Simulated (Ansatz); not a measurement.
Results of the Gaussian-basis code of Ansatz.

ClCuH₂O (`[OH2+][Cu-][Cl]`) at its PBE0-D4/def2-TZVP geometry, where that method's forces vanish. The species carries charge 0 and has multiplicity 1.

```csv
atom,x (Å),y (Å),z (Å)
O1,-0.087,-0.911,-0.506
Cu2,0.328,0.670,0.569
Cl3,0.749,2.354,1.699
H4,-0.063,-0.777,-1.459
H5,-0.926,-1.336,-0.303
```

(1) For each bond, give half the difference of the two atoms' forces along it (eV/Å; positive pushes the atoms apart) under PBE-D4, r2SCAN-D4, B3LYP-D4, ωB97M-V in def2-TZVPP. (Estimate.)

Answers

(1) The calculation gave: 
```csv
bond,length (Å),PBE-D4,r2SCAN-D4,B3LYP-D4,ωB97M-V
O1–Cu2,1.957,-0.18,-0.10,-0.04,0.02
O1–H4,0.962,0.40,0.09,0.02,-0.05
O1–H5,0.962,0.40,0.09,0.02,-0.05
Cu2–Cl3,2.072,-0.04,-0.13,0.17,0.09
```

B3LYP here is the variant with VWN-RPA as its local correlation; programs differ in this.
